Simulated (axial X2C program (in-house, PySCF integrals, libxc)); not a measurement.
**Ionising BaC**

All values come from calculations with an in-house relativistic program for diatomic molecules, spin-free (one-electron X2C) or two-component (2c: spin–orbit coupling with atomic mean-field Coulomb and Gaunt terms, which also bring small scalar terms), in Dyall basis sets with cores contracted in-house; open shells are unrestricted.

Basis sets: Ba dyall-cv3z, C dyall-v3z. Frozen shells (counts by l): BaC Ba 4s3p2d, C 1s, 14 electrons correlated; BaC⁺ Ba 4s3p2d, C 1s, 13 electrons correlated. Coupled cluster in natural virtuals with an MP2 remainder. Where the outer core of a metal is frozen, bonds come out longer and ionisation energies lower.

```csv
Hamiltonian,level,BaC state,Re (Å),ωe (cm⁻¹),De (eV)
spin-free,HF,"M_S = 2, Λ = 0",2.583,402.4,n/a
spin-free,PBE0,"M_S = 2, Λ = 0",2.484,422.4,n/a
spin-free,MP2,"M_S = 2, Λ = 0",2.510,417.1,n/a
spin-free,CCSD,"M_S = 2, Λ = 0",2.524,411.6,n/a
spin-free,CCSD(T),"M_S = 2, Λ = 0",2.519,412.8,n/a
2c,HF,Ω = 2,2.582,402.6,n/a
2c,MP2,Ω = 2,2.509,417.3,n/a
2c,CCSD,Ω = 2,2.523,413.1,n/a
2c,CCSD(T),Ω = 2,2.518,413.2,n/a
```

Adiabatic ionisation energy (minimum to minimum, no zero-point term) and constants of BaC⁺:

| Hamiltonian | level | BaC⁺ state | IE (eV) | Re (Å) | ωe (cm⁻¹) | De (eV) | fragments |
| --- | --- | --- | --- | --- | --- | --- | --- |
| spin-free | HF | M_S = 3/2, Λ = 0 | 4.52 | 2.471 | 479.8 | 2.11 | Ba+ + C |
| spin-free | PBE0 | M_S = 3/2, Λ = 0 | 4.85 | 2.402 | 486.4 | 3.17 | Ba+ + C |
| spin-free | MP2 | M_S = 3/2, Λ = 0 | 4.85 | 2.418 | 488.2 | 2.73 | Ba+ + C |
| spin-free | CCSD | M_S = 3/2, Λ = 0 | 4.84 | 2.429 | 481.6 | 2.62 | Ba+ + C |
| spin-free | CCSD(T) | M_S = 3/2, Λ = 0 | 4.85 | 2.427 | 480.6 | 2.67 | Ba+ + C |
| 2c | HF | Ω = 3/2 | 4.52 | 2.470 | 480.0 | 2.11 | Ba+ + C |
| 2c | MP2 | Ω = 3/2 | 4.85 | 2.417 | 488.3 | 2.73 | Ba+ + C |
| 2c | CCSD | Ω = 3/2 | 4.84 | 2.429 | 481.7 | 2.62 | Ba+ + C |
| 2c | CCSD(T) | Ω = 3/2 | 4.85 | 2.427 | 480.6 | 2.67 | Ba+ + C |

Problem. Add the zero-point terms to the ionisation energy at CCSD(T), 2c, and say whether the electron removed was bonding.

Solution. IE0 = IE + (ωe⁺ − ωe)/2 = 4.85 + (0.004) = 4.85 eV. Re changes by -0.091 Å, so the bond shortens, as on loss of an antibonding or a polarising non-bonding electron.

Each entry is the lowest single determinant of a limited PBE0 search at one distance. De goes to single-determinant-based atoms at the same level (for ions the charge split of lowest energy) and is withheld (n/a) where an atom does not fit its ground term or J level. Main or longest-lived isotopes. One determinant is a doubtful description, or other states lie close, for BaC, BaC⁺; these need not be ground states, and all values refer to the states named. Some open-shell Ω = 0 determinants are out of reach, so the Ω given for BaC need not be the lowest component. With several unpaired electrons the Ω given is that of one determinant, not necessarily of the lowest component. Some light 2c atoms are not at their ground J level, so De misses part of their lowering (0.04 eV or less).
